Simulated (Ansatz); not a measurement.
Born–Oppenheimer molecular dynamics of GaH6NO (9 atoms, charge 0, multiplicity 1). It starts at the highest image of a converged band, a first-order saddle point between two minima.

Level of theory: UKS PBE-D4/def2-SVP (Ansatz).

| Item | Value |
| --- | --- |
| ensemble | NVE (velocity Verlet) |
| time step | 0.5 fs |
| steps asked | 200 |
| starting velocities drawn for | 300 K |
| seed | 6916 |

First frame:

```xyz
9
Properties=species:S:1:pos:R:3
Ga -0.640 -0.793 0.275
O -0.908 1.222 -0.078
H -1.104 -1.576 -1.015
H -1.023 -1.055 1.775
H 0.237 1.028 -0.152
N 1.174 -0.004 0.044
H -1.269 1.440 -0.958
H 1.791 0.056 0.863
H 1.740 -0.318 -0.754
```

(1) How far do the bonds stretch over the last three quarters of this one trajectory? (Pairs bonded in most of those frames.)

## Answers

(1) 
| bond | mean (Å) | spread (Å) | shortest | longest |
| --- | --- | --- | --- | --- |
| Ga1–O2 | 1.911 | 0.110 | 1.73 | 2.12 |
| Ga1–H3 | 1.590 | 0.025 | 1.55 | 1.63 |
| Ga1–H4 | 1.589 | 0.020 | 1.55 | 1.63 |
| Ga1–N6 | 2.211 | 0.044 | 2.10 | 2.27 |
| O2–H7 | 0.977 | 0.011 | 0.96 | 0.99 |
| H5–N6 | 1.046 | 0.037 | 0.99 | 1.12 |
| N6–H8 | 1.031 | 0.023 | 0.99 | 1.07 |
| N6–H9 | 1.031 | 0.022 | 0.99 | 1.07 |

Mean temperature of the second half: 507 K. The conserved energy stayed within 0.17 meV per atom of its start (net change 0.039 meV per atom), so the integration is sound. The system heated up, since it started high on the potential surface and ran downhill. A run of 0.1 ps of so small a system gives no equilibrium averages. The orbitals stay closed-shell, which can raise the energy where a bond breaks towards radicals; this wasn't checked here.

Run time: 5.3 min on 2 threads of Intel(R) Xeon(R) Platinum 8488C (Sapphire Rapids), with other jobs on the host, peak memory 0.17 GiB.
